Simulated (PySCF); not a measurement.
Write Cartesian coordinates for `COC[Se-]` as optimised with PBE0-D3(BJ)/def2-SVP. (Charge -1.)

```
atom  x, y, z in Å
C1    -1.0199   -0.0372   -0.2408
O2    -0.0901   -0.0575    0.7844
C3     1.2231   -0.3964    0.3449
Se4    2.0467    0.7661   -0.9949
H5    -1.2121   -1.0546   -0.6588
H6    -0.6675    0.6009   -1.0763
H7    -1.9726    0.3489    0.1626
H8     1.1975   -1.4425   -0.0357
H9     1.8223   -0.3971    1.2703
```

Orientation and origin are arbitrary. Atoms count from 1 in this order. The 2 C–O bonds span 1.384 Å (C1–O2, drawn single) to 1.426 Å (O2–C3, drawn single), a spread of 0.042 Å. Of the pairs four or more bonds apart, Se4···H6 is among the closest relative to their van der Waals radii: 2.72 Å, 88 % of the sum of Bondi's values.

Bonds between heavy atoms (Å): C1–O2 1.384, O2–C3 1.426, C3–Se4 1.956.

Method used: PBE0-D3(BJ)/def2-SVP geometry optimisation, gas phase in PySCF 2.14.0.

Point group: C1 (no symmetry element, even within 0.4 Å). Whether it is a minimum is left open (no frequencies). The geometry's basis has no diffuse functions, a weakness for an anion. Torsions: C1–O2–C3–Se4 60°.

Time: 15 s of wall time. Hardware: an Arm Neoverse V1 with one thread (shared host). This is the geometry optimisation.

One conformer stands for the species.
